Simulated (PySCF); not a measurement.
A species of formula C5H9NO has this rotational fingerprint, computed with PBE0/pcSseg-1 in PySCF (dipole) on a GFN2-xTB geometry, gas phase:

```
Rotational constants : A = 4712, B = 2043, C = 1471 MHz
Dipole components    : |μa| = 1.42 D, |μb| = 3.51 D, |μc| = 0.16 D
Inertial defect      : -11.06 u·Å²
κ                    : -0.65
```

Question: Which structure is it? (One computed conformer of each.)
A. `[CH2:1]=[CH:2][C:3](=[O:4])[N:5]([CH3:6])[CH3:7]` with C1–C2–C3–O4 28°, C2–C3–N5–C6 4°
B. `[CH2:1]=[CH:2][C:3](=[O:4])[CH2:5][CH2:6][NH2:7]` with C1–C2–C3–O4 2°, C2–C3–C5–C6 -179°, C3–C5–C6–N7 180°, C5–C6–N7–H -60° and 60°
C. `[CH3:1]/[N:2]=[CH:3]/[CH:4]1[CH2:5][O:6][CH2:7]1` with N2–C3–C4–C5 -131°

Answer: A. It is C=CC(=O)N(C)C, an asymmetric top, point group C1. The candidates at the same level (rigid rotor, commonest isotopes):

| SMILES | A (MHz) | B (MHz) | C (MHz) | μa (D) | μb (D) | μc (D) | Δ (u·Å²) | point group | rotor |
| --- | --- | --- | --- | --- | --- | --- | --- | --- | --- |
| C/N=C/C1COC1 | 9048 | 1274 | 1212 | 1.61 | 0.00 | 0.52 | -35.65 | Cs | near-prolate asymmetric top |
| C=CC(=O)N(C)C | 4712 | 2043 | 1471 | 1.42 | 3.51 | 0.16 | -11.06 | C1 | asymmetric top |
| C=CC(=O)CCN | 8453 | 1208 | 1077 | 1.18 | 3.60 | 0.04 | -9.01 | near Cs | near-prolate asymmetric top |

`C=CC(=O)CCN` has A 79 % too high; `C/N=C/C1COC1` has A 92 % too high. No structure here is proved a minimum.
